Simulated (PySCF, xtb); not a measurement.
Bi(Et)(OH)2 (C₂H₇BiO₂), SMILES [OH][Bi]([CH2]C)[OH]. The values are those of a single conformer.

Harmonic wavenumbers (cm⁻¹) from xtb 6.7.1 with GFN2-xTB at its own minimum, in rising order: 53, 125, 141, 166, 185, 235, 253, 310, 453, 456, 503, 702, 855, 909, 950, 999, 1086, 1219, 1239, 1411, 1480, 1506, 1511, 2992, 3008, 3022, 3027, 3033, 3676, 3678.

Question: What does B3LYP-D3(BJ)/def2-SVP (PySCF 2.14.0) give at its own minimum? (Estimate from the structure and the level; the computed values follow.)

Answer: 41, 100, 137, 163, 209, 244, 256, 272, 437, 535, 550, 659, 823, 853, 928, 952, 1038, 1180, 1240, 1390, 1439, 1471, 1480, 3011, 3041, 3076, 3098, 3113, 3800, 3801. Paired by order, the mean absolute difference is 39 cm⁻¹ and the zero-point energies are 56.0 and 56.2 kcal/mol.
